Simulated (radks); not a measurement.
Ionisation of neutral erbium, [Xe] 4f12 6s2, to [Xe] 4f12 6s1 as the strength of local exchange is varied. All-electron calculation, Dirac Kohn-Sham, Slater X-alpha exchange (alpha = 2/3 is LDA exchange), no correlation, spin-unpolarised, spherical densities, finite nucleus; open shells fill j = l - 1/2 first; Fermi nuclear charge, rms radius 5.2516 fm. Program: a radial shooting solver on a logarithmic mesh with Libxc functionals.

| alpha | E(Er) (hartree) | exchange (hartree) | IE (eV) | -e of the level emptied (eV) | <r> of it (bohr) |
|---|---|---|---|---|---|
| 0.588 | -13052.1455 | -232.1641 | 5.365 | 2.839 (6s1/2) | 4.162 |
| 0.661 | -13081.0046 | -261.6383 | 5.699 | 3.133 (6s1/2) | 4.083 |
| 0.667 | -13083.3797 | -264.0670 | 5.727 | 3.158 (6s1/2) | 4.077 |
| 0.917 | -13182.7722 | -366.0919 | 6.998 | 4.327 (6s1/2) | 3.812 |
| 1.018 | -13223.1614 | -407.7681 | 7.555 | 4.850 (6s1/2) | 3.714 |

NIST Atomic Spectra Database: 6.108 eV (measured). The Delta-SCF value meets it near alpha = 0.74. Spin polarisation and multiplet splitting are left out, so open shells lie too high by an amount that depends on their filling.

Beside tabulated values, note that spin-unpolarised runs miss the spin-polarisation part of the exchange energy of open shells.
